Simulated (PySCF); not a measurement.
C₃H₆N₂Si, SMILES C1C=NC[SiH2]N=1. Geometry optimised at PBE-D3(BJ)/def2-SVP. This is a generated structure with no PubChem entry under its InChIKey; it may be hypothetical. Other conformers were not sampled.

Computed equilibrium geometry at PBE-D3(BJ)/def2-SVP (PySCF confirms it by a frequency run) as bond lengths and angles (one conformer of several):
Atoms: C1 N2 C3 Si4 N5 C6 H7 H8 H9 H10 H11 H12. Bonded distances (Å): C1–N2 1.286, C1–C6 1.500, C1–H7 1.111, N2–C3 1.467, C3–Si4 1.909, C3–H8 1.111, C3–H9 1.116, Si4–N5 1.784, Si4–H10 1.501, Si4–H11 1.504, N5–C6 1.285, C6–H12 1.118. Bond angles (°): N2–C1–C6 128.4, N2–C1–H7 116.5, C6–C1–H7 115.0, C1–N2–C3 120.5, N2–C3–Si4 114.6, N2–C3–H8 108.3, N2–C3–H9 106.5, Si4–C3–H8 114.8, Si4–C3–H9 107.6, H8–C3–H9 104.2, C3–Si4–N5 104.2, C3–Si4–H10 112.2, C3–Si4–H11 114.0, N5–Si4–H10 108.9, N5–Si4–H11 108.0, H10–Si4–H11 109.3, Si4–N5–C6 117.7, C1–C6–N5 127.1, C1–C6–H12 114.0, N5–C6–H12 118.9.
